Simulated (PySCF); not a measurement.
These are PBE-D3(BJ)/def2-TZVP // PBE0-D3(BJ)/def2-TZVP (PySCF 2.14.0) values and carry that method's errors. Isolated molecules, 0 K electronic values unless said otherwise. One relaxed conformer stands for a flexible species; it need not be the lowest. Excitations are Tamm–Dancoff values on a coarser integration grid. The basis has no diffuse functions, so Rydberg states are missing or too high.

Reference species (SMILES): `N(=C/C)/[H]` (neutral, multiplicity 1).

- S1 oscillator strength: 0.004
- brightest of the four lowest singlets (TDA): 7.41 eV
- S1–T1 gap (TDA): 0.94 eV

Changed species: `C=CN`.

### Question
What does the change do to the S1 oscillator strength, brightest of the four lowest singlets (TDA) and S1–T1 gap (TDA)?

### Answer
the S1 oscillator strength hardly moves; the brightest of the four lowest singlets (TDA) decreases by 0.47 eV, to 6.94 eV; the S1–T1 gap (TDA) rises by 0.20 eV, to 1.14 eV.
